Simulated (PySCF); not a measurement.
C2H6N, charge +1, singlet, geometry from GFN2-xTB. Base run: PySCF with M062X/6-31G*, TDA.

PySCF was given this input:
```python
from pyscf import gto, scf, dft, tdscf

mol = gto.Mole()
mol.atom = '''
    C     1.194498    0.209575   -0.256414
    N     0.159017   -0.258254    0.297519
    C    -1.193423    0.047958   -0.042081
    H     1.109618    0.916709   -1.075029
    H     2.186800   -0.078815    0.066605
    H     0.257352   -0.925254    1.069466
    H    -1.707545    0.460142    0.829551
    H    -1.245277    0.758625   -0.865163
    H    -1.720518   -0.868829   -0.317093
'''
mol.basis = '6-31g*'
mol.charge = 1
mol.spin = 0
mol.verbose = 3
mol.build()

mf = dft.RKS(mol)
mf.xc = 'm062x'
mf.kernel()
td = mf.TDA()
td.nstates = 5
td.kernel()
td.analyze()
```

Each row names what was changed in the base input (with any setting that the change needs).

| change | first excitation (eV) | oscillator strength of the first | second (eV) | core-seconds (rough) |
|---|---|---|---|---|
| base | 7.90 | 0.000 | 8.46 | 40 |
| functional = blyp | 6.98 | 0.002 | 7.33 | 10 |
| functional = lc_wpbe | 8.14 | 0.000 | 8.76 | 20 |
| functional = bhandhlyp | 8.40 | 0.000 | 8.69 | 10 |
| conv_tol = 1e-3 | 7.90 | 0.000 | 8.46 | 20 |
| nstates = 15 | 7.90 | 0.000 | 8.46 | 60 |
| functional = wb97x | 8.17 | 0.000 | 8.58 | 20 |
| nstates = 2 | 7.90 | 0.000 | 8.46 | 30 |
| functional = camb3lyp | 8.11 | 0.000 | 8.38 | 20 |
| states = triplets | 5.31 | - | 7.43 | 40 |

An iterative solver can miss low states, so a row lists the states that it found.
